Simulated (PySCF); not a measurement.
# Adding and removing an electron: AlBr

RHF-CCSD(T); Al def2-TZVPPD, Br def2-TZVPPD; no relativity (PySCF 2.14). Neutral (RHF): singlet (closed shell), Re = 2.317 Å, ωe = 378 cm⁻¹, De = 4.56 eV.

AlBr⁺ (UHF): doublet (σ ↑), Re = 2.186 Å, ωe = 469 cm⁻¹, De = 1.48 eV to Al⁺ + Br. The energies at the minima are -2814.75732 hartree for AlBr and -2814.42586 for AlBr⁺.

Work out the adiabatic ionisation energy, without and with harmonic zero-point energies (1 hartree = 27.2114 eV, 1 eV = 8065.5 cm⁻¹), and the change of the bond length.

At CCSD(T): 0.33146 hartree = 9.019 eV between the minima; the zero-point term (469.0 − 378.0)/2 cm⁻¹ = +0.006 eV makes it 9.025 eV. Re changes by -13.1 pm against the neutral. The electron leaves a σ orbital, and the shorter bond of the ion fits an antibonding orbital, or a change in how ionic the bond is.

AlBr⁻ (UHF): doublet (π ↑), Re = 2.511 Å, ωe = 251 cm⁻¹, De = 1.37 eV to Al + Br⁻. The energies at the minima are -2814.75732 hartree for AlBr and -2814.76295 for AlBr⁻.

Work out the adiabatic electron affinity, without and with harmonic zero-point energies (1 hartree = 27.2114 eV, 1 eV = 8065.5 cm⁻¹), and the change of the bond length.

At CCSD(T): 0.00563 hartree = 0.153 eV between the minima; the zero-point term (378.0 − 251.0)/2 cm⁻¹ = +0.008 eV makes it 0.161 eV. Re changes by +19.4 pm against the neutral. The electron enters a π orbital, and the longer bond of the ion fits an antibonding orbital, or a change in how ionic the bond is.

Correlated steps freeze 14 core orbitals. Spin–orbit coupling is left out. For an ion De counts to the pair picked by the measured ionisation energies or electron affinities, which need not be the lowest pair at this level. Where the molecule has an RHF reference, its open-shell atoms are computed with UHF. States were picked by a PBE0 search and need not be the measured ground states.

Neutral and ion stand on different kinds of reference determinant, which adds to the error of the difference.
